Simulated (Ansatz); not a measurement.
Ansatz results at the PBE0-D4/def2-TZVP geometry: LUMO energy (PBE0/def2-TZVPP) 0.07 eV; size of the dipole moment (PBE/def2-TZVPP) 3.09 D; HOMO energy (B3LYP/def2-TZVPP) -8.07 eV.

Each molecule was computed in one conformer, which needn't be the lowest.

Question: Which molecule gave them?
A. `CC(=N)O[SiH2]O`
B. `B[CH2][GeH2][F]`
C. `OC/C(O)=N\[SiH3]`
D. `C=CCC(F)S`

Answer: A. The others give `OC/C(O)=N\[SiH3]`: -0.27, 1.84, -7.17; `B[CH2][GeH2][F]`: -1.78, 1.03, -8.89; `C=CCC(F)S`: -0.27, 1.69, -7.10.

B3LYP here is the variant with VWN-RPA as its local correlation; programs differ in this.
